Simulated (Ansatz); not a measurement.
Gas-phase electronic energies from Ansatz, PBE0-D4/def2-TZVP geometries. CCSD(T)/CBS is the MP2 limit (def2-TZVPP, def2-QZVPP) plus CCSD(T) − MP2 in def2-TZVPP, frozen cores. This one scheme is used for every species. Functionals use def2-TZVPP. For Mg outer-core shells are correlated without core-valence functions, which leaves a few kJ/mol of doubt a bond. Each species was taken in one conformer, which may not be the lowest.

`[SiH3][O][Mg][O][SiH3]` + CH₃SH → `C[S][Mg][O][SiH3]` + `O[SiH3]`  (ligand exchange at a Mg–O bond)

`[SiH3][O][Mg][O][SiH3]`:

```xyz
11

Si    3.294    0.813   -0.165
O     1.730    0.424   -0.094
Mg    0.000   -0.003   -0.009
O    -1.729   -0.430    0.078
Si   -3.294   -0.812    0.166
H     3.858    0.540   -1.519
H     3.505    2.260    0.130
H     4.090    0.029    0.824
H    -3.800   -1.323   -1.141
H    -3.534   -1.871    1.190
H    -4.119    0.373    0.540
```

CH₃SH:

Cartesian coordinates in Å:
```
C -0.460 -0.172 -0.024
S 0.909 0.751 0.709
H -0.732 0.225 -1.000
H -1.306 -0.046 0.651
H -0.231 -1.235 -0.098
H 1.819 0.477 -0.238
```

`C[S][Mg][O][SiH3]`:

Cartesian coordinates in Å:
```
C -1.216 -0.484 2.920
S -1.263 -1.765 1.617
Mg -0.246 -0.763 -0.156
O 0.555 0.034 -1.543
Si 1.276 0.744 -2.798
H -0.196 -0.212 3.188
H -1.694 -0.914 3.800
H -1.772 0.409 2.635
H 0.553 1.984 -3.210
H 2.680 1.131 -2.471
H 1.323 -0.163 -3.982
```

`O[SiH3]`:

Z-matrix (Å, degrees):
```
Si
O 1 1.648
H 1 1.489 2 111.7
H 1 1.489 2 111.7 3 120.9
H 1 1.481 2 105.9 3 -119.6
H 2 0.957 1 117.9 3 -60.5
```

```tsv
level	ΔE (eV)
B2PLYP	0.44
HF/def2-QZVPP	0.50
```

Problem. What does CCSD(T)/CBS give? (An estimate is asked.)

Solution. Computed: +0.47 eV. The listed levels differ from it by -0.03, 0.03 eV.

Largest T1 diagnostic among the species: 0.011.

Leaving LDA and LC-ωPBE aside and taking each functional with its dispersion term where it has one, the values, not all of them listed here, spread over 0.16 eV, from PBE-D4 to CAM-B3LYP-D4. At CCSD(T), def2-SVP lies +0.08 eV from the extrapolated value and def2-TZVPP −0.03 eV.
